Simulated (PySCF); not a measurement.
## Electronic structure of Pt(51+) (platinum, charge +51) at the UHF level

Configuration: [Ar] 3d9, 2D determinant. Calculation: PySCF 2.14, in an uncontracted even-tempered set (16 s from 12 bohr⁻², ratio 2.5; 11 p from 15 bohr⁻², ratio 2.5; 7 d from 15 bohr⁻², ratio 2.5; 4 f from 65 bohr⁻², ratio 2.7; 3 g from 97 bohr⁻², ratio 2.7); no relativity, point nucleus.

```json
{
 "Total energy": "-15323.405948 hartree",
 "One-electron energy": "-17723.8839 hartree",
 "Hartree (Coulomb) energy": "2627.9767 hartree",
 "Exchange energy": "-227.4988 hartree",
 "Kinetic energy": "15325.36371 hartree",
 "⟨S²⟩": "0.7501",
 "⟨L²⟩": "6.001",
 "Sum of ⟨r⟩": "3.651 bohr",
 "Sum of ⟨r²⟩": "0.6802 bohr²",
 "Traceless quadrupole moment −½Σ⟨3z² − r²⟩ along its main axis": "-0.00894 e·bohr²",
 "Density at the nucleus (Gaussians lack the cusp)": "334000 bohr⁻³",
 "Spin density at the nucleus": "-2.00 bohr⁻³"
}
```

```json
{"shell": "1s α", "electrons": "1", "mean orbital energy (hartree)": "-2741.29364", "spread (hartree)": "0", "rms radius, mean of both spins (bohr)": "0.0224"}
{"shell": "1s β", "electrons": "1", "mean orbital energy (hartree)": "-2741.28465", "spread (hartree)": "0", "rms radius, mean of both spins (bohr)": "0.0224"}
{"shell": "2s α", "electrons": "1", "mean orbital energy (hartree)": "-546.81961", "spread (hartree)": "0", "rms radius, mean of both spins (bohr)": "0.0882"}
{"shell": "2s β", "electrons": "1", "mean orbital energy (hartree)": "-546.42358", "spread (hartree)": "0", "rms radius, mean of both spins (bohr)": "0.0882"}
{"shell": "2p α", "electrons": "3", "mean orbital energy (hartree)": "-529.36403", "spread (hartree)": "0.36080", "rms radius, mean of both spins (bohr)": "0.0758"}
{"shell": "2p β", "electrons": "3", "mean orbital energy (hartree)": "-528.99391", "spread (hartree)": "0.08702", "rms radius, mean of both spins (bohr)": "0.0758"}
{"shell": "3s α", "electrons": "1", "mean orbital energy (hartree)": "-201.13492", "spread (hartree)": "0", "rms radius, mean of both spins (bohr)": "0.214"}
{"shell": "3s β", "electrons": "1", "mean orbital energy (hartree)": "-200.77585", "spread (hartree)": "0", "rms radius, mean of both spins (bohr)": "0.214"}
{"shell": "3p α", "electrons": "3", "mean orbital energy (hartree)": "-193.23841", "spread (hartree)": "0.40629", "rms radius, mean of both spins (bohr)": "0.205"}
{"shell": "3p β", "electrons": "3", "mean orbital energy (hartree)": "-192.75970", "spread (hartree)": "0.16130", "rms radius, mean of both spins (bohr)": "0.205"}
{"shell": "3d α", "electrons": "5", "mean orbital energy (hartree)": "-179.27238", "spread (hartree)": "0.58708", "rms radius, mean of both spins (bohr)": "0.178"}
{"shell": "3d β", "electrons": "4", "mean orbital energy (hartree)": "-178.94144", "spread (hartree)": "0.44166", "rms radius, mean of both spins (bohr)": "0.178"}
```

A non-relativistic calculation at this Z misses sizeable relativistic shifts. Spin-orbit coupling, absent here, splits the open shell strongly.

Spin-orbit constants ζ (cm⁻¹) from the X2C one-electron operator on these orbitals (non-relativistic here): bare nucleus, nucleus screened by l(l+1)(2l+1)/3 electrons, and screened by the Breit-Pauli mean field of the electrons.

| shell | bare | screened nucleus | mean field |
| --- | --- | --- | --- |
| 2p | 6200000 | 6041000 | 5961000 |
| 3p | 1389000 | 1354000 | 1333000 |
| 3d | 300100 | 261600 | 258000 |

To first order the Landé constant is A = -258000 cm⁻¹, so the lowest level has J = 5/2 and lies 32.0 eV below the centre of the term. First order in ζ underestimates the shift of the j = l − 1/2 level at high Z.
